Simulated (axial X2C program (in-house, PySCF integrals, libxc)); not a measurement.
SnTe⁻: from Re and ωe to a spectrum

A bond curve at the M06 level, 2c, was computed with an axial X2C code built on PySCF integrals (basis Te dyall-acv3z [12s13p9d5f1g], Sn dyall-acv3z [12s13p10d5f1g] (cores contracted in-house)) for the state Ω = 1/2 (⟨Sz⟩ = -0.49, ⟨Lz⟩ = 0.99 at M06). Its fit gives Re = 2.6728 Å, ωe = 209.0 cm⁻¹, ωexe = 0.394 cm⁻¹ and αe = 9.579e-05 cm⁻¹; the masses are 129.9062 and 119.9022 u. Two-component means X2C with spin–orbit coupling and atomic mean-field Coulomb and Gaunt terms.

Q: Find the reduced mass, Be and the force constant.

A: From the M06 values: μ = 62.3519 u. Be = 16.8576/(μ Re²) = 0.03785 cm⁻¹. k = 5.8918×10⁻⁷ μ ωe² = 1.6 mdyn/Å.

Q: A Morse curve ties αe to the other constants (Pekeris). How well does that hold?

A: αe(Morse) = 6Be²/ωe × (√(ωexe/Be) − 1) = 9.155e-05 cm⁻¹; the M06 curve gives 9.579e-05 cm⁻¹, a ratio of 0.96.

Q: Estimate the centrifugal constant by the Kratzer relation.

A: D = 4Be³/ωe² = 4.96e-09 cm⁻¹.

Q: Where do the fundamental and the first overtone lie?

A: ν(1←0) = ωe − 2ωexe = 208.2 cm⁻¹; ν(2←0) = 2ωe − 6ωexe = 415.6 cm⁻¹.

The state is a single determinant with fixed occupations, the lowest that a limited PBE0 search found. Density functionals use the spin component along the axis (collinear). Without a current term, density functionals place determinants with orbital angular momentum somewhat too high. The highest occupied level of some functionals is positive through self-interaction error; at Hartree–Fock it is bound.
